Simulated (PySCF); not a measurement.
The vertical singlet excitations below were computed for one of the candidates. Level of theory: PySCF 2.14.0, density-fitted response routines, TDDFT PBE0/def2-SVPD, vertical, gas phase, core orbitals frozen in the response. Geometries: GFN2-xTB, one conformer each.

```tsv
state	λ (nm)	f
S1	445.8	0.0000
S2	285.4	0.0001
S3	270.2	0.386
S4	268.3	0.0001
S5	230.6	0.0003
S6	213.2	0.023
```

Triplets computed (Tamm–Dancoff): 2.43, 2.92 eV.

Question: Which candidate is it? All have the formula C5H5NOS.
A. `CC1=NC=C(C=O)S1`
B. `C=Nc1ccc(O)s1`
C. `N#C[C@H]1SCCC1=O`
D. `CC(=S)c1ccon1`
E. `C#CC(=O)NC(C)=S`

Answer: E. Its S1 lies at 2.78 eV; the nearest of the others has S1 at 2.22 eV. S1 is HOMO→LUMO (94%). Löwdin shares by element: HOMO sulfur 77%, carbon 16% or more; LUMO carbon 32% or more, sulfur 21%, oxygen 15% (atoms not listed hold the other 31%). At the same level the other candidates give, for their lowest levels:
- `Cc1ncc(C=O)s1`: 340 nm (f 0.000); 265 nm (f 0.000); 256 nm (f 0.268); 232 nm (f 0.084); 201 nm (f 0.000); T1 3.07 eV; HOMO -7.64, LUMO -2.30 eV
- `C=Nc1ccc(O)s1`: 307 nm (f 0.277); 287 nm (f 0.001); 285 nm (f 0.001); 244 nm (f 0.068); 221 nm (f 0.002); T1 2.37 eV; HOMO -6.08, LUMO -1.59 eV
- `CC(=S)c1ccon1`: 559 nm (f 0.000); 278 nm (f 0.017); 254 nm (f 0.003); 254 nm (f 0.344); 241 nm (f 0.000); T1 1.74 eV; HOMO -6.75, LUMO -2.88 eV
- `N#C[C@H]1SCCC1=O`: 299 nm (f 0.002); 268 nm (f 0.003); 241 nm (f 0.005); 198 nm (f 0.016); 194 nm (f 0.033); T1 3.66 eV; HOMO -7.45, LUMO -1.79 eV

Conformer computed: `[CH:1]#[C:2][C:3](=[O:4])[NH:5][C:6]([CH3:7])=[S:8]`: C2–C3–N5–C6 180°, C3–N5–C6–C7 0°.
